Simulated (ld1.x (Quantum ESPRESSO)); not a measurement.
**What the settings do to the TM semilocal potential of Al (Z = 13)**

Base potential:

```
Element                 : Al
Generator               : ld1.x (Quantum ESPRESSO) 7.5
Type                    : norm-conserving Troullier–Martins (semilocal form)
Functional              : Wu–Cohen
Relativity              : scalar-relativistic
Frozen core             : [He]
Valence charge          : 11
Reference configuration : 2s2 2p6 3s2 3p0.5 (charge +0.5)
Partial waves           : 2s (bound): rc 0.70 bohr; 3d channel at -0.2 Ry: rc 0.70 bohr; 2p (bound): rc 0.55 bohr
Local potential         : the p channel
Core correction         : Bessel-smoothed model core inside 0.45 bohr
```

Occupied shells without a wave of their own: 3p, 3s. They enter only through the test configuration that unscreens the potential, and ld1.x also counts them in the model core charge.

All-electron outer shells of the reference configuration (Wu–Cohen, scalar-relativistic, ld1.x):

```csv
shell,level (eV),outermost node (bohr),outermost maximum (bohr)
2s,-111.78,0.16,0.50
2p,-73.51,–,0.43
3s,-11.07,0.80,2.06
3p,-5.68,0.81,2.52
```

Cutoffs, loose and tight: the cutoffs (Ry, on a coarse ladder) from which the occupation-weighted sum of valence levels, in a spherical-Bessel basis at the reference potential, stays within 10 and 1 mRy of its value at 400 Ry. They do not see the model core or the augmentation charge, which bear on the density cutoff. Test errors are all-electron minus pseudo excitation energies from the reference, over the configurations 2s2 2p6 3s2 3p1; 2s2 2p6 3s2 3p0; 2s2 2p6 3s1 3p0; 2s2 2p6 3s2 3p1.3; 2s2 2p6 3s0 3p0; 2s2 2p5 3s2 3p1; 2s1 2p6 3s2 3p1. A dash means not determined; rows that change the core or the reference have their own tests.

With those shells counted twice in exchange and correlation these files are broken, and their errors move erratically; no question is asked of them.

In the semilocal form every listed channel keeps its own potential, so the choice of the local channel does not act on these tests. It acts once the file is put into the separable form.

A semilocal file is local in each channel, so a ghost entry of none says nothing of the separable form that plane-wave codes build from it.

```csv
change,outcome,"cutoff, loose","cutoff, tight",bound ghosts,largest test error (meV)
base,generated,over 300 Ry,over 300 Ry,none,-2114
reference 2s2 2p6 3s2 3p1,generated,over 300 Ry,over 300 Ry,none,-2482
wave 2p (bound): rc 0.55 bohr becomes 2p (bound): rc 0.76 bohr,generated,300 Ry,over 300 Ry,none,-2061
wave 2s (bound): rc 0.70 bohr becomes 2s (bound): rc 0.58 bohr,generated,over 300 Ry,over 300 Ry,none,-1945
wave 3d channel at -0.2 Ry: rc 0.70 bohr becomes 3d channel at 0.38 Ry: rc 0.70 bohr,generated,over 300 Ry,over 300 Ry,none,-2114
local potential the d channel,generated,over 300 Ry,over 300 Ry,none,-2114
functional PBE,generated,over 300 Ry,over 300 Ry,none,-1773
"core [Ne], valence charge 3; reference 3s1.75 3p1.25; waves now 3p (bound): rc 1.90 bohr; 3d channel at -0.2 Ry: rc 1.65 bohr; 3s (bound): rc 1.80 bohr; local potential the s channel; core correction none",generated,10 Ry,30 Ry,none,+10
"type RRKJ, which also changes the form from semilocal to separable; local potential the s channel; rho0 0.01",generated,over 300 Ry,over 300 Ry,none,-2136
wave 3d channel at -0.2 Ry: rc 0.70 bohr becomes 3d channel at -0.2 Ry: rc 0.98 bohr,generated,over 300 Ry,over 300 Ry,none,-2114
```
